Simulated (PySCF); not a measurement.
## Finite-field polarisability of Cl (chlorine, neutral)

[Ne] 3s2 3p5, 2P determinant. All numbers are calculated (PySCF 2.14, scalar relativity by spin-free X2C-1e, in x2c-TZVPPall with one added diffuse shell each of s, p, d type (6s6p4d1f, 51 functions)). Frozen: [Ne]. Energy changes in a uniform field (μhartree):

```json
{"axis": "x", "F (au)": "0.0039", "HF": "-98.619", "MP2": "-99.917", "CCSD": "-99.476", "CCSD(T)": "-99.880"}
{"axis": "x", "F (au)": "0.0078", "HF": "-394.538", "MP2": "-399.746", "CCSD": "-397.984", "CCSD(T)": "-399.599"}
{"axis": "y", "F (au)": "0.0037", "HF": "-101.022", "MP2": "-103.246", "CCSD": "-102.729", "CCSD(T)": "-103.376"}
{"axis": "y", "F (au)": "0.0074", "HF": "-404.229", "MP2": "-413.150", "CCSD": "-411.081", "CCSD(T)": "-413.673"}
```

By symmetry the remaining axis equals y.

Task: Derive α along x at CCSD(T) from the two fields.

Result: With ΔE = −αF²/2 − γF⁴/24, α = −(16 ΔE(F) − ΔE(2F))/(6F²) = 13.13 bohr³.

Task: And the mean polarisability at each level?

Result: The components xx, yy, zz at CCSD(T) are 13.13, 15.10, 15.10, the third axis being equal by symmetry to one of the two computed. Means: HF 14.16, MP2 14.43, CCSD 14.36, CCSD(T) 14.44 bohr³. Reference: 14.6 ± 0.1 bohr³ (recommended; Schwerdtfeger and Nagle, table of static dipole polarizabilities (2023 update)).
